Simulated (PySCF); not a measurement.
# Potential energy of AlSb along the bond

Set-up: PySCF, spin-free X2C with a Gaussian nucleus, basis sets Al x2c-SVPall, Sb x2c-SVPall. Energies in eV from Al + Sb in their ground configurations at the same level. State: ³Σ⁻ (triplet), unpaired electrons π ↑↑.

All columns are B97-3. A positive dipole means Al(−)Sb(+).

```csv
R (Å),E (eV),μ (D),Mulliken charge on Al (basis-dependent),HOMO (eV),LUMO (eV),Mayer bond order,⟨S²⟩
2.367,-1.299,1.04,0.13,-5.03,-4.09,1.22,2.00
2.477,-1.657,0.61,0.17,-5.08,-3.85,1.19,2.00
2.587,-1.856,0.17,0.20,-5.10,-3.64,1.16,2.00
2.669,-1.929,-0.17,0.21,-5.11,-3.49,1.15,2.00
2.752,-1.953,-0.50,0.22,-5.10,-3.34,1.13,2.01
2.835,-1.939,-0.83,0.23,-5.07,-3.21,1.12,2.01
2.945,-1.878,-1.25,0.24,-5.03,-3.05,1.10,2.01
3.082,-1.755,-1.75,0.24,-4.95,-2.88,1.08,2.01
3.247,-1.567,-2.29,0.23,-4.84,-2.71,1.06,2.02
3.467,-1.289,-2.90,0.22,-4.67,-2.55,1.01,2.04
```

A fit through these points gives, at Re = 2.760 Å, μ = -0.53 D and dμ/dR = -4.00 D/Å; the reduced mass is 22.06 u.

Q: How strong is the fundamental in the double-harmonic approximation, I = 42.26·(dμ/dR)²/μred km/mol?

A: I = 42.26·(-4.00)²/22.06 = 30.7 km/mol at B97-3.

These are scalar-relativistic numbers at best; spin–orbit coupling would shift them, the dissociation energy most. The state was picked by a PBE0 search and need not be the measured ground state.
